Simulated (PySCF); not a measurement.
B(Br)(OH)(OMe) (CH4BBrO2), SMILES O(B(Br)O)C.

Geometry: B3LYP-D3(BJ)/def2-SVP. The structure was generated by enumeration, and PubChem lists no compound with its InChIKey, so it may never have been made. The values are those of a single conformer.

Calculation: PBE/def2-TZVP run with PySCF.

The molecule is in vacuum.

Computed frontier levels, gap, dipole moment and polarisability:
- highest occupied level = -6.96 eV
- lowest empty level = -0.15 eV
- orbital gap = 6.80 eV
- dipole moment = 0.425 e·Å
- quadrupole, principal values (traceless, Buckingham form, about the centre of nuclear charge) = -3.09, -2.74, 5.83 D·Å
- mean static polarisability = 55.4 bohr³ (8.21 Å³)
- polarisability, principal values = 42.2, 51.9, 72.1 bohr³
